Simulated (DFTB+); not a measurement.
DFTB+ input (SCC-DFTB): The folder sk holds the Slater-Koster set scc that CP2K ships.

```
Geometry = xyzFormat {
3

S     -0.00000000    -0.00000000    -1.55270800
C      0.00000000     0.00000000     0.00000000
S      0.00000000     0.00000000     1.55270800
}
Driver = GeometryOptimization {
  Optimizer = Rational {}
  MaxSteps = 500
  OutputPrefix = "geo_end"
  Convergence { GradElem = 1e-5 }
}
Hamiltonian = DFTB {
  SCC = Yes
  SCCTolerance = 1e-8
  MaxSCCIterations = 300
  Charge = 0
  SlaterKosterFiles = Type2FileNames {
    Prefix = "sk/"
    Separator = ""
    Suffix = ".spl"
    LowerCaseTypeName = Yes
  }
  MaxAngularMomentum {
    C = "p"
    S = "d"
  }
  Filling = Fermi { Temperature [K] = 0 }
}
ParserOptions { ParserVersion = 14 }
```

From the output:

```
 Atom Sh.   l   m       Population  Label
    1   1   0   0       1.81585078  s
    1   2   1  -1       1.53578749  p_y
    1   2   1   0       1.11841202  p_z
    1   2   1   1       1.53578749  p_x
    1   3   2  -2       0.00000000  d_xy
    1   3   2  -1       0.04078135  d_yz
    1   3   2   0      -0.00099421  d_z2
    1   3   2   1       0.04078135  d_xz
    1   3   2   2       0.00000000  d_x2-y2
    2   1   0   0       1.28344625  s
    2   2   1  -1       0.84686233  p_y
    2   2   1   0       0.85001656  p_z
    2   2   1   1       0.84686233  p_x
    3   1   0   0       1.81585078  s
    3   2   1  -1       1.53578749  p_y
    3   2   1   0       1.11841202  p_z
    3   2   1   1       1.53578749  p_x
    3   3   2  -2       0.00000000  d_xy
    3   3   2  -1       0.04078135  d_yz
    3   3   2   0      -0.00099421  d_z2
    3   3   2   1       0.04078135  d_xz
    3   3   2   2       0.00000000  d_x2-y2

Fermi level:                        -0.2021394850 H           -5.5005 eV
Band energy:                        -6.8436575658 H         -186.2254 eV
TS:                                  0.0000000000 H            0.0000 eV
Band free energy (E-TS):            -6.8436575658 H         -186.2254 eV
Extrapolated E(0K):                 -6.8436575658 H         -186.2254 eV
Input / Output electrons (q):     16.0000000000     16.0000000000

Energy H0:                          -6.7410327327 H         -183.4328 eV
Energy SCC:                          0.0019395128 H            0.0528 eV
Total Electronic energy:            -6.7390932199 H         -183.3801 eV
Repulsive energy:                    0.1666954080 H            4.5360 eV
Total energy:                       -6.5723978119 H         -178.8440 eV
Extrapolated to 0:                  -6.5723978119 H         -178.8440 eV
Total Mermin free energy:           -6.5723978119 H         -178.8440 eV
Force related energy:               -6.5723978119 H         -178.8440 eV

Non-constrained calculation

SCC converged

Full geometry written in geo_end.{xyz|gen}

Dipole moment:    0.00000000   -0.00000000    0.00000000 au
Dipole moment:    0.00000000   -0.00000000    0.00000000 Debye

Geometry converged
```

The geometry given is a B3LYP-D3(BJ)/def2-TZVP minimum.
